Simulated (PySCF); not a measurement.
Saddle point of BNH₆O₂, singlet (BH₃O₂ ([OH][BH][OH]) + NH₃ → BNH₄O₂ ([NH2][B]([OH])[OH]) + H₂; bonds formed: H2–H5; dative contacts that become bonds: B1–N6; bonds broken: B1–H2, H5–N6), PBE0-D4/def2-TZVP structure:

```xyz
10
angstrom
B 0.3387 0.0314 -0.1283
H 0.3863 0.8875 1.1052
O 0.4004 0.9158 -1.2094
O 1.3012 -0.9603 -0.0301
H -0.5117 0.3335 1.1020
N -1.0661 -0.5261 0.3074
H -0.0525 1.7468 -1.0674
H 2.1427 -0.6600 -0.3792
H -1.8602 -0.2632 -0.2586
H -1.0787 -1.5052 0.5582
```

Energies are electronic, without zero-point energy. Barriers and step energies count from the start structure reached by relaxing down the imaginary mode; all methods use the PBE0-D4 structures, on which another method's saddle can fall below an end. PySCF 2.14 with density fitting (its default auxiliary sets; JK sets also for MP2 and CCSD(T)); basis: def2-TZVPP, with def2-QZVPP for the basis limit; cores frozen in the correlated methods. B3LYP uses VWN-RPA correlation. Extrapolation: Hartree–Fock as exp(−7.88 √X), correlation as X^−2.97.

| method | barrier (kJ/mol) | step energy (kJ/mol) |
| --- | --- | --- |
| SPW92 | 119.4 | -31.4 |
| PBE-D4 | ? | -51.5 |
| r2SCAN-D4 | 144.1 | -56.7 |
| PBE0-D4 | 148.6 | -49.8 |
| B3LYP-D4 | 155.6 | -63.0 |
| BHLYP-D4 | 172.8 | -61.0 |
| wB97M-V | 159.3 | -55.4 |
| HF | ? | -77.5 |
| MP2 | ? | -52.7 |
| CCSD | 175.7 | -53.1 |
| CCSD(T) | 169.4 | -51.2 |

Q: Fill in the withheld barriers. (To be estimated.)

A: By the calculation: MP2 166.2; HF 201.8; PBE-D4 134.8 kJ/mol. Each is the energy of the saddle less that of the start structure, by the same method.

For comparison, the barrier by CCSD(T) at an estimated basis limit (MP2 extrapolated from triple and quadruple zeta, plus CCSD(T) − MP2 in triple zeta) is 168.0 kJ/mol.

The T1 diagnostic stays at or below 0.012.

The step is the kind of exchange with an N–H group that builds nitride films in atomic layer and chemical vapour deposition.

Labels in which every atom is bracketed show which atoms are joined, not bond orders.

For scale, one of the runs: CCSD(T)/def2-TZVPP, 208 basis functions, launched by `OMP_NUM_THREADS=4 python run.py`. The run took 8.9 min on 4 CPU threads of an Arm Neoverse V1 (shared host), with 3.2 GiB of host memory at its peak.
